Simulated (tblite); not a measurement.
Compound: C3H8FNSi2.
Numbering: `[N:1]#[C:2][SiH2:3][CH2:4][C@H:5]([F:6])[SiH3:7]` (hydrogens: H8, H9 on Si3; H10, H11 on C4; H12 on C5; H13, H14, H15 on Si7)

The geometry is computed with GFN2-xTB (gas phase).

Task: Give the optimised bond lengths and angles.

Result: 
```json
{"bond": "N1≡C2", "length (Å)": "1.146", "order": "triple"}
{"bond": "C2–Si3", "length (Å)": "1.871", "order": "single"}
{"bond": "Si3–C4", "length (Å)": "1.909", "order": "single"}
{"bond": "C4–C5", "length (Å)": "1.523", "order": "single"}
{"bond": "C5–F6", "length (Å)": "1.397", "order": "single"}
{"bond": "C5–Si7", "length (Å)": "1.923", "order": "single"}
{"bond": "Si3–H8", "length (Å)": "1.465", "order": "single"}
{"bond": "Si3–H9", "length (Å)": "1.459", "order": "single"}
{"bond": "C4–H10", "length (Å)": "1.092", "order": "single"}
{"bond": "C4–H11", "length (Å)": "1.091", "order": "single"}
{"bond": "C5–H12", "length (Å)": "1.097", "order": "single"}
{"bond": "Si7–H13, Si7–H14, Si7–H15", "length (Å)": "1.461", "order": "single"}
```

Bonds in one row agree within 0.01 Å and their mean is given. Orders are formal, as drawn. A selection of angles:
```json
{"angle": "N1–C2–Si3", "degrees": "178.2"}
{"angle": "C2–Si3–C4", "degrees": "104.2"}
{"angle": "C2–Si3–H8", "degrees": "106.9"}
{"angle": "C2–Si3–H9", "degrees": "107.5"}
{"angle": "C4–Si3–H8", "degrees": "110.8"}
{"angle": "C4–Si3–H9", "degrees": "113.2"}
{"angle": "H8–Si3–H9", "degrees": "113.6"}
{"angle": "Si3–C4–C5", "degrees": "112.7"}
{"angle": "Si3–C4–H10", "degrees": "109.8"}
{"angle": "Si3–C4–H11", "degrees": "110.5"}
{"angle": "C5–C4–H10", "degrees": "108.9"}
{"angle": "C5–C4–H11", "degrees": "107.9"}
{"angle": "H10–C4–H11", "degrees": "107.0"}
{"angle": "C4–C5–F6", "degrees": "108.5"}
{"angle": "C4–C5–Si7", "degrees": "114.0"}
{"angle": "C4–C5–H12", "degrees": "109.7"}
{"angle": "F6–C5–Si7", "degrees": "108.0"}
{"angle": "F6–C5–H12", "degrees": "104.7"}
{"angle": "Si7–C5–H12", "degrees": "111.4"}
{"angle": "C5–Si7–H13", "degrees": "107.3"}
{"angle": "H13–Si7–H14", "degrees": "111.0"}
```

Dihedral angles: C2–Si3–C4–C5 -62° (synclinal); Si3–C4–C5–F6 -57° (synclinal).

Of the pairs four or more bonds apart, C2···H12 is among the closest relative to their van der Waals radii: 2.89 Å, 100 % of the sum of Bondi's values. The 3 C–Si bonds span 1.871 Å (C2–Si3, drawn single) to 1.923 Å (C5–Si7, drawn single), a spread of 0.052 Å. Si7 (SiH3 silicon) is tetrahedral (angles from 106.6° to 112.2°). Si3 (SiH2 silicon) is distorted tetrahedral (angles from 104.2° to 113.6°).

Point group: C1 (no symmetry element, even within 0.4 Å). Its GFN2-xTB frequencies are all real (lowest 30 cm⁻¹). One conformer, not necessarily the lowest. 3 starts were optimised and ended at 0.00, 0.84 and 1.44 kcal/mol (GFN2-xTB); the lowest of these is shown.
